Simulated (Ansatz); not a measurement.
`C=C=C(O)Cl` + `[SiH3]S` → `C=C=C(O)[SiH2]S` + HCl  (formal exchange of groups at a C–Cl bond)

Gas-phase electronic energies from Ansatz, PBE0-D4/def2-TZVP geometries. CCSD(T)/CBS is the MP2 limit (def2-TZVPP, def2-QZVPP) plus CCSD(T) − MP2 in def2-TZVPP, frozen cores. This one scheme is used for every species. DFT in def2-TZVPP. B3LYP here is the variant with VWN-RPA as its local correlation; programs differ in this. One conformer a species, not always the lowest.

`C=C=C(O)Cl`:

Cartesian coordinates in Å:
```
C -0.765 -0.250 1.528
C -0.216 -0.091 0.361
C 0.343 0.021 -0.807
O 1.531 0.620 -1.033
Cl -0.404 -0.678 -2.216
H -1.508 0.447 1.907
H -0.500 -1.086 2.171
H 1.519 1.017 -1.911
```

`[SiH3]S`:

Z-matrix (Å, degrees):
```
Si
S 1 2.137
H 1 1.485 2 111.6
H 1 1.485 2 111.6 3 -122.0
H 1 1.482 2 104.8 3 119.0
H 2 1.344 1 94.7 3 60.9
```

`C=C=C(O)[SiH2]S`:

Cartesian coordinates in Å:
```
C -0.032 1.091 -2.134
C -0.119 0.205 -1.184
C -0.170 -0.652 -0.197
O -0.885 -1.820 -0.198
Si 0.804 -0.289 1.360
S -0.442 -0.102 3.082
H -0.729 1.923 -2.202
H 0.738 1.032 -2.899
H -1.353 -1.901 -1.036
H 1.571 0.950 1.094
H 1.700 -1.425 1.686
H -1.084 0.988 2.627
```

HCl:

Z-matrix (Å, degrees):
```
Cl
H 1 1.279
```

```csv
level,ΔE (kcal/mol),difference from CCSD(T)/CBS
PBE-D4,-16.6,2.2
r2SCAN-D4,-17.4,1.4
PBE0-D4,-17.5,1.3
B3LYP-D4,-17.7,1.1
ωB97M-V,-17.8,1.0
B2PLYP,-17.4,1.4
PBE,-15.4,3.4
r2SCAN,-16.9,1.9
PBE0,-16.4,2.4
HF/def2-TZVPP,-17.5,1.3
MP2/def2-TZVPP,-19.2,-0.4
SCS-MP2/def2-TZVPP,-18.2,0.6
HF/def2-QZVPP,-17.5,1.3
HF/CBS(def2),-17.5,1.3
MP2/CBS(def2),-19.6,-0.8
CCSD/CBS(def2),-18.9,-0.1
CCSD(T)/CBS,-18.8,0
```

Largest T1 diagnostic among the species: 0.013.

From PBE to PBE0 (25 % exact exchange), in def2-TZVPP and without D4, ΔE moves by −1.0 kcal/mol. In def2-TZVPP, CCSD(T) changes the Hartree–Fock value by −1.0 kcal/mol (the triples alone add +0.1 kcal/mol) and MP2 by −1.8 kcal/mol.
